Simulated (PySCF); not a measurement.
Structure with atom numbers: `[OH:1][Si@H:2]1[CH2:3][CH2:4][CH2:5][NH:6][CH2:7]1`. Each H is labelled by its parent atom. Ha(C3), Ha(C4), Ha(C5), Ha(C7) are cis to O1 on the ring; Hb(C3), Hb(C4), Hb(C5), Hb(C7) are trans to O1 on the ring.

- GFN2-xTB structure
- PBE0/pcSseg-1 with gauge-including orbitals
- run in PySCF 2.14.0 with density-fitted response routines
- a single conformation, relativity neglected, in vacuum

List the cross peaks expected in HSQC, COSY and HMBC spectra.

Answers



HSQC (one-bond C–H):
```csv
δH,δC
3.24 (Ha(C5)),54.0 (C5)
2.66 (Ha(C7)),43.9 (C7)
2.28 (Hb(C7)),43.9 (C7)
2.26 (Hb(C5)),54.0 (C5)
1.86 (Hb(C4)),30.2 (C4)
1.58 (Ha(C4)),30.2 (C4)
1.24 (Ha(C3)),15.3 (C3)
0.58 (Hb(C3)),15.3 (C3)
```

COSY cross peaks (H two or three bonds apart, from the bond graph; peaks can be absent where the dihedral angle is near 90°):
```csv
δH,δH
4.84 (H(Si2)),2.66 (Ha(C7))
4.84 (H(Si2)),2.28 (Hb(C7))
4.84 (H(Si2)),1.24 (Ha(C3))
4.84 (H(Si2)),0.58 (Hb(C3))
3.24 (Ha(C5)),2.26 (Hb(C5))
3.24 (Ha(C5)),1.86 (Hb(C4))
3.24 (Ha(C5)),1.58 (Ha(C4))
2.66 (Ha(C7)),2.28 (Hb(C7))
2.26 (Hb(C5)),1.86 (Hb(C4))
2.26 (Hb(C5)),1.58 (Ha(C4))
1.86 (Hb(C4)),1.58 (Ha(C4))
1.86 (Hb(C4)),1.24 (Ha(C3))
1.86 (Hb(C4)),0.58 (Hb(C3))
1.58 (Ha(C4)),1.24 (Ha(C3))
1.58 (Ha(C4)),0.58 (Hb(C3))
1.24 (Ha(C3)),0.58 (Hb(C3))
```

HMBC (two and three bonds, from the bond graph):
```csv
δH,δC
4.84 (H(Si2)),"43.9 (C7), 30.2 (C4), 15.3 (C3)"
3.24 (Ha(C5)),"43.9 (C7), 30.2 (C4), 15.3 (C3)"
2.66 (Ha(C7)),"54.0 (C5), 15.3 (C3)"
2.28 (Hb(C7)),"54.0 (C5), 15.3 (C3)"
2.26 (Hb(C5)),"43.9 (C7), 30.2 (C4), 15.3 (C3)"
1.86 (Hb(C4)),"54.0 (C5), 15.3 (C3)"
1.58 (Ha(C4)),"54.0 (C5), 15.3 (C3)"
1.24 (Ha(C3)),"54.0 (C5), 43.9 (C7), 30.2 (C4)"
0.58 (Hb(C3)),"54.0 (C5), 43.9 (C7), 30.2 (C4)"
```

Referencing at the same level of theory: ¹H (σ = 31.72 ppm), ¹³C (σ = 186.93 ppm) against TMS.

Short H···H contacts in this conformer between protons four or more bonds apart (candidates for NOE cross peaks, intensity ∝ r⁻⁶): Hb(C5)···Hb(C7) 2.41 Å, Hb(C3)···Hb(C5) 2.60 Å.

The OH or NH signal is concentration- and solvent-dependent in practice; the value given is the gas-phase one. Shifts are as computed. Against solution values, carbons near 30 ppm lie about +3 ppm off and those near 130 ppm about +5 ppm. Of 1309 compounds with measured shifts, 239 miss one by over three times the rms of a fit or turn the order of signals round; such compounds aren't used in these exercises.
